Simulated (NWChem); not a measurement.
Species: ZnSiH$_{4}$; SMILES [SiH3][ZnH]

Results from NWChem. All runs use the structure optimised with PBE0/def2-SVP. Ions are spin-unrestricted doublets at the neutral geometry; other ion states weren't tried.

For level PBE/def2-SVP:

* **vertical ionisation energy, ΔSCF (eV)**: 9.25
* **−ε(HOMO) (eV)**: 6.18

How do the values read with level CAM-B3LYP/def2-SVP instead?

The vertical ionisation energy, ΔSCF (eV) comes out as 9.51 and the −ε(HOMO) (eV) comes out as 8.46.
